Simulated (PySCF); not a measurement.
Job file and geometry (Å, from GFN2-xTB) of an NMR shielding run on SMILES C(=O)(C[SiH2]O)C(F)(F)F, C3H5F3O2Si, GIAO PBE0/pcSseg-1 NMR shielding, non-relativistic, gas phase in PySCF; density fitting, a coarse starting grid and PySCF grid level 2 are the driver's defaults:

```
$ OMP_NUM_THREADS=1 python probes_run.py task.json out

{"job": {"kind": "nmr", "xc": "PBE0", "basis": "pcSseg-1"}, "charge": 0, "multiplicity": 1}
O      0.564788     2.172411     0.274428
C     -0.116424     1.233557    -0.048265
C      0.160035     0.250923    -1.086927
Si     1.380901    -1.104247    -0.389918
O      0.618487    -2.162166     0.551479
C     -1.411111     0.937098     0.772447
F     -1.767360     1.945906     1.559931
F     -2.462090     0.644340    -0.008398
F     -1.227770    -0.141493     1.571915
H      0.684626     0.731136    -1.907839
H     -0.740166    -0.237374    -1.447930
H      1.758970    -1.921181    -1.530309
H      2.450133    -0.383786     0.288834
H      0.106302    -1.965596     1.333583
```

Question: What does the program print?

Answer: 
```
coarse grid: 13416 points
cycle   1  E = -855.6657848905  dE =  1.516e+00  |g| = 1.347e+00  |ddm| = 3.385e+00
cycle   2  E = -854.7934183219  dE =  8.724e-01  |g| = 2.587e+00  |ddm| = 2.988e+00
cycle   3  E = -855.9673669988  dE = -1.174e+00  |g| = 3.464e-01  |ddm| = 2.333e+00
cycle   4  E = -855.9869544403  dE = -1.959e-02  |g| = 1.461e-01  |ddm| = 3.503e-01
cycle   5  E = -855.9905723330  dE = -3.618e-03  |g| = 2.449e-02  |ddm| = 1.204e-01
cycle   6  E = -855.9906906286  dE = -1.183e-04  |g| = 8.380e-03  |ddm| = 2.408e-02
cycle   7  E = -855.9907041262  dE = -1.350e-05  |g| = 2.150e-03  |ddm| = 7.268e-03
cycle   8  E = -855.9907049095  dE = -7.833e-07  |g| = 7.533e-04  |ddm| = 2.322e-03
final grid: 129640 points
cycle   9  E = -856.0830460717  dE = -2.996e-05  |g| = 1.217e-02  |ddm| = 2.250e-02
cycle  10  E = -856.0829677789  dE =  7.829e-05  |g| = 2.397e-02  |ddm| = 2.408e-02
cycle  11  E = -856.0830724193  dE = -1.046e-04  |g| = 1.962e-03  |ddm| = 1.730e-02
cycle  12  E = -856.0830730974  dE = -6.781e-07  |g| = 3.035e-04  |ddm| = 1.646e-03
cycle  13  E = -856.0830731094  dE = -1.198e-08  |g| = 1.160e-04  |ddm| = 2.748e-04
cycle  14  E = -856.0830731118  dE = -2.447e-09  |g| = 3.297e-05  |ddm| = 1.041e-04
cycle  15  E = -856.0830731120  dE = -1.826e-10  |g| = 8.608e-06  |ddm| = 2.686e-05
converged SCF energy = -856.0830731120

GIAO shielding tensors (ppm)
atom      isotropic    diamagn.    paramagn.     s11        s22        s33       span
  0 O     -306.218     397.911    -704.129   -873.274   -411.562    366.183   1239.458
  1 C       -9.479     251.909    -261.388   -120.141      4.931     86.774    206.916
  2 C      150.107     260.731    -110.624    118.958    158.145    173.219     54.260
  3 Si     364.943     878.653    -513.710    336.208    350.480    408.142     71.934
  4 O      305.688     389.009     -83.321    279.830    300.329    336.906     57.075
  5 C       61.646     246.432    -184.786     46.257     54.079     84.602     38.346
  6 F      275.284     468.389    -193.105    194.065    288.449    343.337    149.272
  7 F      258.703     474.222    -215.520    172.993    253.414    349.700    176.706
  8 F      263.654     477.681    -214.027    180.819    259.160    350.983    170.164
  9 H       29.711      31.216      -1.505     26.352     27.524     35.259      8.907
 10 H       28.450      32.827      -4.376     24.768     29.820     30.763      5.995
 11 H       26.702      28.336      -1.634     22.996     25.155     31.955      8.959
 12 H       26.585      29.026      -2.441     23.035     25.279     31.440      8.405
 13 H       29.292      32.151      -2.858     20.276     26.168     41.432     21.156
```

Question: Turn these shieldings into chemical shifts. Shifts are taken against calculated references (same method and geometry level): H2O for ¹⁷O (σref 336.08); TMS for ¹³C (σref 186.93), ²⁹Si (σref 349.16), ¹H (σref 31.72); ¹⁹F (σref 170.95) vs CFCl3.

Answer: Averaging equivalent atoms: O 0: 642.3; O 4: 30.4; C 1: 196.4; C 5: 125.3; C 2: 36.8; Si 3: -15.8; F 6/7/8: -94.9; H 11/12: 5.07; H 9/10: 2.64; H 13: 2.42 ppm. Unscaled 19F shifts against computed CFCl3 carry errors that often reach 10 to 50 ppm. Unscaled 17O shifts of doubly bonded oxygen tend to come out too high, by tens of ppm or more. Experimental scales use liquid or dissolved standards, which lie at an offset from isolated H2O (liquid H2O: subtract about 36 ppm).

Size and cost of the density-fitted run: 185 basis functions, 32 s wall time on 1 thread of an Arm Neoverse V1, shared host; peak memory 0.83 GiB.
